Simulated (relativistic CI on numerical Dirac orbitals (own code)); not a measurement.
## What each ingredient does to the levels of Cu9+

Base calculation: Dirac-Coulomb-Breit CI, orbitals from a KLI potential per configuration, QED by a radiative potential, unscaled Slater integrals.

Configurations in the expansion (outside the closed core [Ne]): 3s2.3p6.3d2, 3s2.3p5.3d3, 3s.3p6.3d3, 3s2.3p6.3d.4s, 3s2.3p6.3d.4p, 3s2.3p6.3d.4d, 3s2.3p6.4s2, 3s2.3p6.4s.4p, 3s2.3p6.3d.4f, 3s2.3p6.4p2, 3s2.3p6.3d.5s, 3s2.3p6.4s.4d, 3s2.3p5.3d2.4s, 3s2.3p6.3d.5p, 3s2.3p6.4p.4d, 3s2.3p6.3d.5d, 3s2.3p5.3d2.4p, 3s2.3p6.3d.5f, 3s2.3p6.3d.5g, 3s2.3p6.3d.6s, 3s2.3p6.4d2, 3s2.3p6.3d.6p, 3s2.3p6.3d.6d, 3s2.3p5.3d2.4d, 3s.3p6.3d2.4s, 3p6.3d4, 3p5.3d5. Double excitations out of closed p, d and f shells are left out; levels of such configurations are missing from the list, as are those of other unlisted configurations, and high levels can miss mixing partners. These lack a partner that the ground configuration has and come out too high: 3s2.3p5.3d2.4s, 3s2.3p5.3d2.4p, 3s2.3p5.3d2.4d.

The lowest level and the first level of each name with at least 55 % of one term (blank where a level has no safe partner in the second run):

```tsv
Level	Base (cm⁻¹)	Shift (cm⁻¹)
3s2.3p6.3d2 3F_2	0	0
3s2.3p6.3d2 3F_3	2393	+3
3s2.3p6.3d2 3F_4	5220	+21
3s2.3p6.3d2 1D_2	26528	+1610
3s2.3p6.3d2 3P_0	29430	+2442
3s2.3p6.3d2 3P_1	30353	+2445
3s2.3p6.3d2 3P_2	32567	+2331
3s2.3p6.3d2 1G_4	42373	+371
3s2.3p6.3d2 1S_0	100667	+1339
3s2.3p5.3d3 5S°_2	491086	
3s2.3p5.3d3 5D°_2	495434	
3s2.3p5.3d3 5D°_3	495601	
3s2.3p5.3d3 5D°_1	495781	
3s2.3p5.3d3 5D°_0	496170
```

At this charge energies of transitions that change n are usually good to better than 1 %, and those within a shell (Δn = 0) to a few per cent. Terms inside the open d or f shell come out 10 to 20 % too wide with unscaled integrals.

(1) One thing was changed in a second run, which moved the levels as shown. Which?
A. only the first configuration
B. only the first 3 configurations
C. QED terms removed
D. valence Slater integrals scaled by 0.9
E. Breit term removed

Results:

(1) A. Only the first configuration. With fewer configurations the levels that remain lose their mixing partners.

LS names give the leading component of a level, which can be under half, so a name can repeat, a term be missing and a line seem to break the LS rules.
